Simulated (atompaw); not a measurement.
# Reading a pseudo-wave (Li (Z = 3))

Columns: radius, all-electron u(r) and pseudo u(r) of the 2p shell (level -1.19 eV) of lithium in the configuration 1s2 2s0.75 2p0.25; PBEsol, scalar-relativistic, PAW (atompaw) scheme, atompaw 4.2.0.5.

```
r (bohr)  all-electron  pseudo
   0.115        0.0052  0.0018
   0.231        0.0180  0.0072
   0.346        0.0350  0.0159
   0.462        0.0548  0.0280
   0.577        0.0758  0.0428
   0.692        0.0974  0.0602
   0.808        0.1192  0.0799
   0.923        0.1407  0.1012
   1.038        0.1616  0.1237
   1.154        0.1822  0.1472
   1.269        0.2020  0.1709
   1.385        0.2211  0.1946
   1.500        0.2393  0.2177
   1.615        0.2567  0.2400
   1.731        0.2735  0.2614
   1.846        0.2897  0.2813
   1.962        0.3056  0.3000
   2.077        0.3206  0.3172
   2.192        0.3348  0.3328
   2.308        0.3482  0.3471
   2.423        0.3605  0.3600
   2.538        0.3717  0.3715
   2.654        0.3821  0.3821
   2.769        0.3914  0.3914
   2.885        0.3998  0.3998
   3.000        0.4072  0.4072
```

How many radial nodes do the two functions have?

The all-electron 2p function has n − l − 1 = 0; the pseudo-wave has 0.

Is the pseudo-wave norm-conserving?

No, it belongs to a PAW set: the norm inside the radius is not constrained, and the difference is carried by the augmentation charge.
